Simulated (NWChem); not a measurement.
System: CH6F2Si2; SMILES [SiH3]C(F)(F)[SiH3]

NWChem printed, in part:

```
             Northwest Computational Chemistry Package (NWChem) 7.3.0
             --------------------------------------------------------

                             Geometry "geometry" -> ""
                             -------------------------

 Output coordinates in angstroms (scale by  1.889725989 to convert to a.u.)

  No.       Tag          Charge          X              Y              Z
 ---- ---------------- ---------- -------------- -------------- --------------
    1 F                    9.0000     0.00000000    -1.12355500    -1.19111300
    2 C                    6.0000     0.00000000     0.00000000    -0.36412200
    3 F                    9.0000     0.00000000     1.12355500    -1.19111300
    4 Si                  14.0000     1.66497800     0.00000000     0.62278100
    5 Si                  14.0000    -1.66497800     0.00000000     0.62278100
    6 H                    1.0000     1.71839300     1.22922500     1.48330400
    7 H                    1.0000     1.71839300    -1.22922500     1.48330400
    8 H                    1.0000     2.79019400     0.00000000    -0.36880500
    9 H                    1.0000    -2.79019400     0.00000000    -0.36880500
   10 H                    1.0000    -1.71839300     1.22922500     1.48330400
   11 H                    1.0000    -1.71839300    -1.22922500     1.48330400

 Effective nuclear repulsion energy (a.u.)     302.6139748578

  xc_inp: hfexch multiplicative factor not found.

                                 NWChem DFT Module
                                 -----------------

 Summary of "ao basis" -> "ao basis" (spherical)
 ------------------------------------------------------------------------------
       Tag                 Description            Shells   Functions and Types
 ---------------- ------------------------------  ------  ---------------------
 F                           6-31g*                  6       14   3s2p1d
 C                           6-31g*                  6       14   3s2p1d
 Si                          6-31g*                  8       18   4s3p1d
 H                           6-31g*                  2        2   2s

            General Information
            -------------------
          SCF calculation type: DFT
          Wavefunction type:  closed shell.
          No. of atoms     :    11
          No. of electrons :    58
           Alpha electrons :    29
            Beta electrons :    29
          Charge           :     0
          Spin multiplicity:     1
          Use of symmetry is: off; symmetry adaption is: off
          Maximum number of iterations: 150
          AO basis - number of functions:    90
                     number of shells:    46
          Convergence on energy requested:  1.00D-06
          Convergence on density requested:  1.00D-05
          Convergence on gradient requested:  5.00D-04

              XC Information
              --------------
                     Hartree-Fock (Exact) Exchange  1.000

      Superposition of Atomic Density Guess
      -------------------------------------

 Sum of atomic energies:        -817.02892847

      Non-variational initial energy
      ------------------------------

 Total energy =    -818.315465
 1-e energy   =   -1736.557779
 2-e energy   =     615.628339
 HOMO         =      -0.264822
 LUMO         =       0.070037

     ---------------------------------------------
      Total Density - Mulliken Population Analysis
     ---------------------------------------------

    Atom       Charge   Shell Charges
 -----------   ------   -------------------------------------------------------
    1 F    9     9.51   2.00  0.95  3.41  1.02  2.13  0.01
    2 C    6     5.29   2.00  0.68  1.36  0.56  0.63  0.07
    3 F    9     9.51   2.00  0.95  3.41  1.02  2.13  0.01
    4 Si  14    13.69   2.00  2.00  5.97  1.01  1.73  0.32  0.55  0.11
    5 Si  14    13.69   2.00  2.00  5.97  1.01  1.73  0.32  0.55  0.11
    6 H    1     1.05   0.46  0.59
    7 H    1     1.05   0.46  0.59
    8 H    1     1.05   0.47  0.59
    9 H    1     1.05   0.47  0.59
   10 H    1     1.05   0.46  0.59
   11 H    1     1.05   0.46  0.59

   convergence    iter        energy       DeltaE   RMS-Dens  Diis-err
 ---------------- ----- ----------------- --------- --------- ---------
 d= 0,ls=0.0,diis     1   -817.9156071969 -1.12D+03  8.26D-03  7.08D-01
 d= 0,ls=0.0,diis     2   -817.9964508270 -8.08D-02  2.65D-03  2.62D-01
 d= 0,ls=0.0,diis     3   -818.0215515901 -2.51D-02  1.40D-03  6.97D-03
 d= 0,ls=0.0,diis     4   -818.0233529973 -1.80D-03  3.02D-04  3.82D-04
 d= 0,ls=0.0,diis     5   -818.0234358635 -8.29D-05  9.38D-05  2.48D-05
  Resetting Diis
 d= 0,ls=0.0,diis     6   -818.0234423941 -6.53D-06  1.98D-05  1.23D-06
 d= 0,ls=0.0,diis     7   -818.0234427782 -3.84D-07  3.62D-06  7.17D-08

         Total DFT energy =     -818.023442778150
      One electron energy =    -1738.615099459565
           Coulomb energy =      686.218646965460
    Exchange-Corr. energy =      -68.240965141886
 Nuclear repulsion energy =      302.613974857841

 Numeric. integr. density =        0.000000000000

                       DFT Final Molecular Orbital Analysis
                       ------------------------------------

 Vector   27  Occ=2.000000D+00  E=-4.932824D-01
              MO Center=  8.6D-13,  3.9D-12,  1.2D+00, r^2= 5.0D+00
   Bfn.  Coefficient  Atom+Function         Bfn.  Coefficient  Atom+Function
  ----- ------------  ---------------      ----- ------------  ---------------
    50      0.285541   4 Si py               68     -0.285541   5 Si py
    80      0.218807   6 H  s                82     -0.218807   7 H  s
    88     -0.218807  10 H  s                90      0.218807  11 H  s
    79      0.167385   6 H  s                81     -0.167385   7 H  s
    87     -0.167385  10 H  s                89      0.167385  11 H  s

 Vector   28  Occ=2.000000D+00  E=-4.926581D-01
              MO Center=  7.0D-13, -3.9D-12,  3.7D-01, r^2= 6.9D+00
   Bfn.  Coefficient  Atom+Function         Bfn.  Coefficient  Atom+Function
  ----- ------------  ---------------      ----- ------------  ---------------
    51      0.259352   4 Si pz               69     -0.259352   5 Si pz
    84     -0.238885   8 H  s                86      0.238885   9 H  s
    83     -0.186908   8 H  s                85      0.186908   9 H  s
    80      0.122419   6 H  s                82      0.122419   7 H  s
    88     -0.122419  10 H  s                90     -0.122419  11 H  s

 Vector   29  Occ=2.000000D+00  E=-4.210185D-01
              MO Center= -4.0D-14,  1.3D-14, -1.8D-01, r^2= 2.9D+00
   Bfn.  Coefficient  Atom+Function         Bfn.  Coefficient  Atom+Function
  ----- ------------  ---------------      ----- ------------  ---------------
    17      0.428966   2 C  px               49     -0.270028   4 Si px
    67     -0.270028   5 Si px               21      0.253717   2 C  px
     3     -0.231612   1 F  px               31     -0.231612   3 F  px
     7     -0.191066   1 F  px               35     -0.191066   3 F  px
    48      0.131873   4 Si s                66     -0.131873   5 Si s

 Vector   30  Occ=0.000000D+00  E= 1.280091D-01
              MO Center= -2.8D-12,  2.0D-13,  9.4D-01, r^2= 8.1D+00
   Bfn.  Coefficient  Atom+Function         Bfn.  Coefficient  Atom+Function
  ----- ------------  ---------------      ----- ------------  ---------------
    20      1.167777   2 C  s                53      0.832730   4 Si px
    71     -0.832730   5 Si px               84     -0.334420   8 H  s
    86     -0.334420   9 H  s                55      0.322558   4 Si pz
    73      0.322558   5 Si pz               23      0.248162   2 C  pz
    80     -0.165258   6 H  s                82     -0.165258   7 H  s

[...]

                     NWChem Electrostatic Potential Fit Module
                     -----------------------------------------

 Atom parameters

 Number of atoms is                                   11
 Number of basis functions is                         90

 Grid parameters

 Maximum number of grid points is                  48809
 Number of grid points is                          48808
 Grid range                                     0.300000 nm
 Grid spacing                                   0.020000 nm
 Probe radius                                   0.070000 nm
 Atom radius factor                             1.000000

 Atomic radii

    1    0.100000
    6    0.147000
    9    0.128000
   14    0.187000
 FASTESP  F
  using M.O. file = ./job.movecs

    Atom              Coordinates                           Charge

                                                  ESP

    1 F     0.000000   -0.112356   -0.119111   -0.311276
    2 C     0.000000    0.000000   -0.036412    0.434215
    3 F     0.000000    0.112356   -0.119111   -0.310883
    4 Si    0.166498    0.000000    0.062278    0.424329
    5 Si   -0.166498    0.000000    0.062278    0.422393
    6 H     0.171839    0.122923    0.148330   -0.121934
    7 H     0.171839   -0.122923    0.148330   -0.122201
    8 H     0.279019    0.000000   -0.036881   -0.085953
    9 H    -0.279019    0.000000   -0.036881   -0.084988
   10 H    -0.171839    0.122923    0.148330   -0.122119
   11 H    -0.171839   -0.122923    0.148330   -0.121582
                                            ------------
                                                0.000000

 Dipole moment                                  0.849833

 Quadrupole moment Qxx                          8.459896
                   Qyy                         -3.307850
                   Qzz                         -5.152046

 RMS deviation kJ/mol                           0.050989

 RRMS %                                        30.904144
```

Level: Hartree-Fock/6-31G* (spherical d). All runs use the structure optimised with PBE-D3(BJ)/def2-SVP.

Q: Which NWChem input produces such a log?

A: Several could match; the one computed here: the input that was run:
```
start job
memory heap 200 mb stack 900 mb global 1100 mb
geometry units angstroms noautosym nocenter noautoz
  F      0.000000    -1.123555    -1.191113
  C      0.000000     0.000000    -0.364122
  F      0.000000     1.123555    -1.191113
  Si     1.664978     0.000000     0.622781
  Si    -1.664978     0.000000     0.622781
  H      1.718393     1.229225     1.483304
  H      1.718393    -1.229225     1.483304
  H      2.790194     0.000000    -0.368805
  H     -2.790194     0.000000    -0.368805
  H     -1.718393     1.229225     1.483304
  H     -1.718393    -1.229225     1.483304
end
basis spherical
  F library 6-31g*
  C library 6-31g*
  Si library 6-31g*
  H library 6-31g*
end
dft
  xc hfexch
  iterations 150
  mulliken
end
task dft energy
esp
  recalculate
  probe 0.07
  range 0.3
  factor 1.0
  spacing 0.02
end
task esp
```
